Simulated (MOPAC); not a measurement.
Input file for MOPAC: PM7 on H3NSeTe (SMILES N[Te][SeH]), a point of a torsion scan.

```
PM7 1SCF PRECISE CHARGE=0 THREADS=1
H3NSeTe

N     -1.17667639 1     0.17363791 1    -0.09682162 1
Te     0.06686075 1    -0.95640774 1     1.05728974 1
Se     2.04301855 1    -0.51880719 1    -0.40311575 1
H     -1.95935458 1    -0.36314275 1    -0.44214074 1
H     -1.54692333 1     0.97229090 1     0.39946302 1
H      2.89013859 1     0.12128022 1     0.58252253 1
```

It printed:

```
*******************************************************************************
 **                                                                           **
 **                              MOPAC v23.2.5                                **
 **                                                                           **
 *******************************************************************************
 ** MOPAC's Digital Object Identifier: https://doi.org/10.5281/zenodo.6511958 **
 **                                                                           **
 ** Please cite the open-source release paper for use of this MOPAC version:  **
 ** J. E. Moussa and J. J. P. Stewart (2026)                                  **
 ** MOPAC: An open-source semiempirical molecular orbital program             **
 ** J. Open Source Softw., 11(119), 8025, https://doi.org/10.21105/joss.08025 **
 *******************************************************************************

                              PM7 CALCULATION RESULTS

 *******************************************************************************
 *  PM7        - The PM7 Hamiltonian to be used
 *
 *
 *
 *                 CHARGE ON SYSTEM = 0
 *
 *
 *
 *  PRECISE    - TIGHTER CRITERIA TO BE USED
 *  1SCF       - DO 1 SCF AND THEN STOP
 *  THREADS=1  - MULTI-THREADING NOT USED
 *  T=         - A TIME OF 172800.0 SECONDS REQUESTED
 *  DUMP=N     - RESTART FILE WRITTEN EVERY 7200.0 SECONDS REQUESTED
 *******************************************************************************
PM7 1SCF PRECISE CHARGE=0 THREADS=1
 H3NSeTe

   ATOM   CHEMICAL          X               Y               Z
  NUMBER   SYMBOL      (ANGSTROMS)     (ANGSTROMS)     (ANGSTROMS)

     1       N         -1.17667639  *   0.17363791  *  -0.09682162  *
     2      Te          0.06686075  *  -0.95640774  *   1.05728974  *
     3      Se          2.04301855  *  -0.51880719  *  -0.40311575  *
     4       H         -1.95935458  *  -0.36314275  *  -0.44214074  *
     5       H         -1.54692333  *   0.97229090  *   0.39946302  *
     6       H          2.89013859  *   0.12128022  *   0.58252253  *



          CARTESIAN COORDINATES

    NO.       ATOM           X           Y           Z

     1         N         -1.1767      0.1736     -0.0968
     2        Te          0.0669     -0.9564      1.0573
     3        Se          2.0430     -0.5188     -0.4031
     4         H         -1.9594     -0.3631     -0.4421
     5         H         -1.5469      0.9723      0.3995
     6         H          2.8901      0.1213      0.5825

 General Reference for PM7:
 "Optimization of Parameters for Semiempirical Methods VI: More Modifications to the
 NDDO Approximations and Re-optimization of Parameters", J. J. P. Stewart, J. Mol. Mod., 1:32, 19 (2013)
 https://link.springer.com/article/10.1007/s00894-012-1667-x

           Empirical Formula: H3 N Te Se  =     6 atoms



      MOLECULAR POINT GROUP   :   C1


      RHF CALCULATION, NO. OF DOUBLY OCCUPIED LEVELS = 10


 -------------------------------------------------------------------------------
 PM7 1SCF PRECISE CHARGE=0 THREADS=1
 H3NSeTe



     1SCF WAS SPECIFIED, SO BFGS WAS NOT USED
     SCF FIELD WAS ACHIEVED


                              PM7 CALCULATION
                                                       MOPAC v23.2.5 Linux




          FINAL HEAT OF FORMATION =         93.00185 KCAL/MOL =     389.11974 KJ/MOL


          COSMO AREA              =        119.25 SQUARE ANGSTROMS
          COSMO VOLUME            =        109.07 CUBIC ANGSTROMS

          IONIZATION POTENTIAL    =          7.711021 EV
          HOMO LUMO ENERGIES (EV) =         -7.711  0.244
          NO. OF FILLED LEVELS    =         10
          MOLECULAR WEIGHT        =        223.5904         POINT GROUP:  C1

          MOLECULAR DIMENSIONS (Angstroms)

            Atom       Atom       Distance
            H     6    H     4     4.98018
            H     5   Se     3     2.36798
            H     5   Te     2     1.58263


          SCF CALCULATIONS        =          1





   ATOM   CHEMICAL          X               Y               Z
  NUMBER   SYMBOL      (ANGSTROMS)     (ANGSTROMS)     (ANGSTROMS)

     1       N         -1.17667639  *   0.17363791  *  -0.09682162  *
     2      Te          0.06686075  *  -0.95640774  *   1.05728974  *
     3      Se          2.04301855  *  -0.51880719  *  -0.40311575  *
     4       H         -1.95935458  *  -0.36314275  *  -0.44214074  *
     5       H         -1.54692333  *   0.97229090  *   0.39946302  *
     6       H          2.89013859  *   0.12128022  *   0.58252253  *

                             CARTESIAN COORDINATES

   1    N       -1.176676390     0.173637910    -0.096821620
   2   Te        0.066860750    -0.956407740     1.057289740
   3   Se        2.043018550    -0.518807190    -0.403115750
   4    H       -1.959354580    -0.363142750    -0.442140740
   5    H       -1.546923330     0.972290900     0.399463020
   6    H        2.890138590     0.121280220     0.582522530


           Empirical Formula: H3 N Te Se  =     6 atoms



      MOLECULAR POINT GROUP   :   C1


                  EIGENVALUES
 -47.24957 -32.30708 -23.15201 -16.31781 -13.65542 -12.30776 -11.06159  -8.99975
  -8.61607  -7.71102   0.24386   1.07253   1.73332   5.86831   6.65482


              NET ATOMIC CHARGES AND DIPOLE CONTRIBUTIONS

  ATOM NO.   TYPE          CHARGE      No. of ELECS.   s-Pop       p-Pop
    1          N          -0.744799        5.7448     1.70536     4.03944
    2         Te           0.131366        5.8686     1.90106     3.96758
    3         Se           0.060571        5.9394     1.95465     3.98478
    4          H           0.263791        0.7362     0.73621
    5          H           0.260892        0.7391     0.73911
    6          H           0.028179        0.9718     0.97182
 DIPOLE           X         Y         Z       TOTAL
 POINT-CHG.     0.816    -0.601     0.915     1.366
 HYBRID        -0.418     0.897     0.383     1.061
 SUM            0.399     0.296     1.298     1.390


          ATOMIC ORBITAL ELECTRON POPULATIONS

     Atom    s        px        py        pz
    1  N   1.70536   1.37522   1.22730   1.43692
    2 Te   1.90106   0.91553   1.61675   1.43530
    3 Se   1.95465   1.09687   1.78273   1.10518
    4  H   0.73621
    5  H   0.73911
    6  H   0.97182

 **********************
 *                    *
 * JOB ENDED NORMALLY *
 *                    *
 **********************




 == MOPAC DONE ==
```

The run finished.

Cost: about 0.020 core-seconds (a rough figure).
